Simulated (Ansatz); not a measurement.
Ansatz (an electronic-structure program) input file for Cl₃Si, SMILES Cl[Si](Cl)Cl (connectivity only; charge and spin as stated), charge +1, multiplicity 1, PBE-D3(BJ)/def2-SVP. 

Ansatz 0.2 input:
```yaml
crystal:
  periodic: [false, false, false]
  atoms:
    - {symbol: Cl, position_ang: [1.97325199, -0.00000000, 0.00000000]}
    - {symbol: Si, position_ang: [-0.00000000, -0.00000000, -0.00000000]}
    - {symbol: Cl, position_ang: [-0.98662600, -1.70888635, 0.00000000]}
    - {symbol: Cl, position_ang: [-0.98662599, 1.70888635, 0.00000000]}
basis:
  gaussian:
    orbitals: def2-SVP
hamiltonian:
  xc: pbe
  dispersion: d3bj
total_charge: 1
relax: {f_tol: 0.002, max_steps: 200}
```

Log of the run:

```
WARN ansatz: RAYON_NUM_THREADS=1 ignored (pool sized by the plan → 1); use --threads N
Functional definition: PBE
integrals: 0.03 GiB planned
781 factors; their error is unknown
mean field: 0.15 GiB planned
mean field evaluation 1: about -45405.1698 eV, gradient 2.6e1 eV
mean field evaluation 2: about -45404.5061 eV, gradient 3.1e1 eV
mean field evaluation 4: about -45406.8118 eV, gradient 5.0e-1 eV
mean field evaluation 8: about -45406.7481 eV, gradient 4.4e-2 eV
mean field evaluation 16: about -45406.7481 eV, gradient 9.9e-6 eV
mean field -45406.74808011 eV, -1668.6672141448 hartree, gradient 9.9e-6 eV, S^2 0.000000; 0 other end points of the search recorded, 0 dependent functions left out
the calculation of the forces begins
reference -45406.74810513 eV, -1668.6672150643 hartree; 32, 32 occupied and 40, 40 virtual orbitals, 781 factors
relax step   1: F+E_penalty+E_count = -45406.90373709 eV  Δ(F+E_penalty+E_count) = +0.000e0 eV  max|allowed force component| = 1.927e-1 eV/Å  Δτ_max = 0.0000 Å  (25 SCF iters, accepted)
these checks for a lower state are left out or cut short: starts, cluster_reference, orbital_swaps, neighbouring_geometries, increment
integrals: 0.03 GiB planned
781 factors; their error is unknown
mean field: 0.15 GiB planned
mean field -45406.75077705 eV, -1668.6673132554 hartree, gradient 1.8e-5 eV, S^2 0.000000; 0 other end points of the search recorded, 0 dependent functions left out
the calculation of the forces begins
reference -45406.75080214 eV, -1668.6673141774 hartree; 32, 32 occupied and 40, 40 virtual orbitals, 781 factors
relax step   2: F+E_penalty+E_count = -45406.90587355 eV  Δ(F+E_penalty+E_count) = -2.136e-3 eV  max|allowed force component| = 2.276e-2 eV/Å  Δτ_max = 0.0085 Å  (24 SCF iters, accepted)
these checks for a lower state are left out or cut short: starts, cluster_reference, orbital_swaps, neighbouring_geometries, increment
integrals: 0.03 GiB planned
781 factors; their error is unknown
mean field: 0.15 GiB planned
mean field -45406.75074777 eV, -1668.6673121795 hartree, gradient 1.4e-5 eV, S^2 0.000000; 0 other end points of the search recorded, 0 dependent functions left out
the calculation of the forces begins
reference -45406.75077285 eV, -1668.6673131012 hartree; 32, 32 occupied and 40, 40 virtual orbitals, 781 factors
relax step   3: F+E_penalty+E_count = -45406.90590468 eV  Δ(F+E_penalty+E_count) = -3.112e-5 eV  max|allowed force component| = 5.467e-5 eV/Å  Δτ_max = 0.0009 Å  (18 SCF iters, accepted)
integrals: 0.03 GiB planned
781 factors; their error is unknown
mean field: 0.15 GiB planned
mean field evaluation 32: about -45406.4936 eV, gradient 1.1e1 eV
mean field -45406.75074777 eV, -1668.6673121795 hartree, gradient 1.4e-5 eV, S^2 0.000000; 1 other end points of the search recorded, 0 dependent functions left out
the calculation of the forces begins
reference -45406.75077285 eV, -1668.6673131012 hartree; 32, 32 occupied and 40, 40 virtual orbitals, 781 factors
Total energy: -45406.90592976 eV, -1668.6730150123 hartree
Atom 0 at     1.980807    -0.000000    -0.000000 Å, force    -0.000055     0.000000    -0.000000 eV/Å
Atom 1 at     0.000002     0.000000     0.000000 Å, force     0.000005     0.000000     0.000000 eV/Å
Atom 2 at    -0.990404    -1.715420    -0.000000 Å, force     0.000025     0.000034    -0.000000 eV/Å
Atom 3 at    -0.990404     1.715420    -0.000000 Å, force     0.000025    -0.000034    -0.000000 eV/Å
Dipole moment:    -0.000001     0.000000     0.000000 e Å
```

The run converged.
